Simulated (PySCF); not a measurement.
HF. Atoms are numbered in the order given.

```xyz
2

F      0.0000     0.0000    -0.0921
H      0.0000     0.0000     0.8289
```

The structure is a stationary point at PBE0-D3(BJ)/def2-TZVPD.

Vertical ionisation energy (IE) and electron affinity (EA) in eV. Rows of orbital energies are one-electron estimates. Where ΔSCF, EOM or ADC give a negative EA the extra electron is unbound and the value depends on the basis.

| level | IE | EA |
|---|---|---|
| −ε(HOMO), −ε(LUMO), M06-2X/def2-TZVPD (PySCF) | 14.11 | -0.60 |
| −ε(HOMO), −ε(LUMO), PBE0/def2-TZVPD (PySCF) | 11.83 | -0.30 |
| EOM-CCSD/aug-cc-pVDZ (PySCF) | 15.83 | -0.82 |
| ADC(2)/aug-cc-pVDZ (PySCF) | 14.39 | -0.84 |

Computed lowest 1s main lines (those of the lightest heavy element) from CVS-ADC(2)-x/aug-cc-pVDZ (PySCF, non-relativistic), with pole strengths:
695.3 eV (1.61).

### Question
Beyond the first one, list the lowest photoelectron lines from ADC(2)/aug-cc-pVDZ (PySCF 2.14.0) with their pole strengths (two spins summed). (An estimate is asked for; the answer gives what the named calculation found.)

### Answer
18.65 eV (1.81).
